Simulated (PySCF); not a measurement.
Stepwise substitution at one centre (Si C2H5-I). Isolated molecules, 0 K electronic values unless said otherwise. One relaxed conformer stands for each flexible species; it need not be the lowest. Strings in code marks are SMILES.

All values below come from B3LYP-D3(BJ)/def2-TZVP // B3LYP-D3(BJ)/def2-SVP run with PySCF. B3LYP has the VWN-RPA correlation part, as in Gaussian. Delta-SCF ions had no search for a lower state. Excitations are Tamm–Dancoff values on a coarser integration grid. The basis has no diffuse functions, so Rydberg states are missing or too high.

```
species                                                                                     vertical ionisation energy (Delta-SCF) (eV)  T1 excitation (TDA) (eV)  HOMO (eV)
------------------------------------------------------------------------------------------  -------------------------------------------  ------------------------  ---------
0 of 4 C2H5 replaced by I                                                                                                          9.21                      7.06      -7.47
1 of 4 C2H5 replaced by I (`CC[Si](I)(CC)CC`)                                                                                      8.97                      5.36      -6.93
2 of 4 C2H5 replaced by I (`CC[Si](I)(I)CC` (C–C–Si–I torsion -59°, I–Si–C–C torsion 59°))                                         9.02                      4.52      -7.10
3 of 4 C2H5 replaced by I (`CC[Si](I)(I)I` (C–C–Si–I torsion 180°))                                                                9.01                      3.82      -7.23
4 of 4 C2H5 replaced by I (`I[Si](I)(I)I`)                                                                                         9.15                         –      -7.46
```
